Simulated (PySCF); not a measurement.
C3HF3, SMILES FC(F)(F)C#C.

Geometry optimised at B3LYP-D3(BJ)/def2-SVP.

These are ωB97X/def2-TZVP run with PySCF values and carry that method's errors.

Computed frontier levels, gap, dipole moment and polarisability:
highest occupied level: -11.72 eV
lowest empty level: 1.94 eV
orbital gap: 13.66 eV
dipole moment: 2.34 D
quadrupole, principal values (traceless, Buckingham form, about the centre of nuclear charge): -4.75, -4.75, 9.50 D·Å
mean static polarisability: 34.0 bohr³ (5.04 Å³)
polarisability, principal values: 26.9, 26.9, 48.2 bohr³
